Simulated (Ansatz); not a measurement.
Reaction (substitution at a C–O bond): `CO[SiH](C)N` + `N[SiH](O)Cl` → `CO[SiH](N)Cl` + `C[SiH](N)O`

Program: Ansatz. Geometries: PBE0-D4/def2-TZVP. ΔE: electronic, gas phase. CBS: MP2 limit from def2 TZ/QZ plus the TZ coupled-cluster correction, frozen cores. DFT in def2-TZVPP. B3LYP here is the variant with VWN-RPA as its local correlation; programs differ in this. One conformer a species, not always the lowest.

```json
{"level": "PBE-D4", "ΔE (kJ/mol)": "1.6", "difference from CCSD(T)/CBS": "0.6"}
{"level": "r2SCAN-D4", "ΔE (kJ/mol)": "1.2", "difference from CCSD(T)/CBS": "0.2"}
{"level": "ωB97M-V", "ΔE (kJ/mol)": "1.4", "difference from CCSD(T)/CBS": "0.4"}
{"level": "B2PLYP", "ΔE (kJ/mol)": "0.6", "difference from CCSD(T)/CBS": "-0.4"}
{"level": "r2SCAN", "ΔE (kJ/mol)": "1.0", "difference from CCSD(T)/CBS": "0.0"}
{"level": "B3LYP", "ΔE (kJ/mol)": "0.6", "difference from CCSD(T)/CBS": "-0.4"}
{"level": "MP2/def2-TZVPP", "ΔE (kJ/mol)": "0.8", "difference from CCSD(T)/CBS": "-0.2"}
{"level": "CCSD/def2-TZVPP", "ΔE (kJ/mol)": "0.8", "difference from CCSD(T)/CBS": "-0.2"}
{"level": "CCSD(T)/def2-TZVPP", "ΔE (kJ/mol)": "0.8", "difference from CCSD(T)/CBS": "-0.2"}
{"level": "MP2/def2-QZVPP", "ΔE (kJ/mol)": "0.9", "difference from CCSD(T)/CBS": "-0.1"}
{"level": "CCSD(T)/CBS", "ΔE (kJ/mol)": "1.0", "difference from CCSD(T)/CBS": "0"}
```

Largest T1 diagnostic among the species: 0.010.
